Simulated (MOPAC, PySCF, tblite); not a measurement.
Potential energy surface of F2Sn, singlet: symmetric bend, bond length relaxed. Scanned: F-Sn-F angle. Other coordinates (Sn-F bond length) were minimised at B3LYP/def2-TZVP. Each profile is relative to its own lowest point.

| a / ° | A | B | C |
|---|---|---|---|
| 180 | 44.9 | 56.9 | 12.3 |
| 170 | 43.4 | 54.3 | 11.9 |
| 160 | 39.1 | 47.3 | 10.8 |
| 150 | 32.5 | 37.9 | 9.0 |
| 140 | 24.7 | 28.0 | 6.8 |
| 130 | 16.7 | 18.9 | 4.6 |
| 120 | 9.4 | 11.3 | 2.5 |
| 110 | 3.6 | 5.6 | 0.9 |
| 100 | 0.2 | 1.7 | 0.0 |
| 90 | 0.0 | 0.0 | 0.3 |
| 80 | 4.5 | 2.1 | 2.6 |

Energies in kcal/mol.

### Question
Which curve belongs to which method? The methods are GFN2-xTB, 300 K electronic temperature in tblite; MOPAC with PM3, restricted, heats of formation; RHF/def2-TZVP, def2 effective core potentials past Kr (PySCF).

### Answer
A is RHF; B is PM3; C is GFN2-xTB.
